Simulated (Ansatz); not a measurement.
`[SiH3][Se][GaH][Cl]` and `C[Se][GaH][Cl]` differ in one atom or group.

Ansatz, PBE0-D4/def2-TZVP geometries, multiplicity 1. Each molecule was computed in one conformer, which needn't be the lowest.

Scalar relativity is left out up to krypton.

| property | `[SiH3][Se][GaH][Cl]` |
| --- | --- |
| HOMO energy (PBE0/def2-TZVPP) / eV | -7.57 |
| HOMO–LUMO gap (B3LYP/def2-TZVPP) / eV | 5.53 |
| HOMO energy (PBE/def2-TZVPP) / eV | -6.48 |
| LUMO energy (PBE0/def2-TZVPP) / eV | -1.57 |
| HOMO energy (ωB97M-V/def2-TZVPP) / eV | -9.65 |
| ideal-gas entropy at 298 K and 1 bar (rigid rotor, harmonic PBE0-D4/def2-TZVP) / J/(mol·K) | 395 |

(1) Give the same properties after the change, and the shifts. (An estimate is asked.)

Results:

(1) The calculation gave: 
```json
{"property": "HOMO energy (PBE0/def2-TZVPP) / eV", "`C[Se][GaH][Cl]`": "-7.11", "shift": "0.46"}
{"property": "HOMO–LUMO gap (B3LYP/def2-TZVPP) / eV", "`C[Se][GaH][Cl]`": "5.28", "shift": "-0.25"}
{"property": "HOMO energy (PBE/def2-TZVPP) / eV", "`C[Se][GaH][Cl]`": "-6.02", "shift": "0.46"}
{"property": "LUMO energy (PBE0/def2-TZVPP) / eV", "`C[Se][GaH][Cl]`": "-1.38", "shift": "0.19"}
{"property": "HOMO energy (ωB97M-V/def2-TZVPP) / eV", "`C[Se][GaH][Cl]`": "-9.22", "shift": "0.43"}
{"property": "ideal-gas entropy at 298 K and 1 bar (rigid rotor, harmonic PBE0-D4/def2-TZVP) / J/(mol·K)", "`C[Se][GaH][Cl]`": "374", "shift": "-21"}
```

With PBE0 the HOMO rises by 0.46 eV and the LUMO rises by 0.19 eV, so the gap narrows by about 0.27 eV. PBE moves the HOMO by 0.46 eV and ωB97M-V by 0.43 eV. Modes under 60 cm⁻¹, often nearly free rotors, make the harmonic entropy too high.

B3LYP here is the variant with VWN-RPA as its local correlation; programs differ in this.

Spin–orbit coupling is left out; it splits and shifts lone-pair levels of the heavy atoms by tenths of an eV.
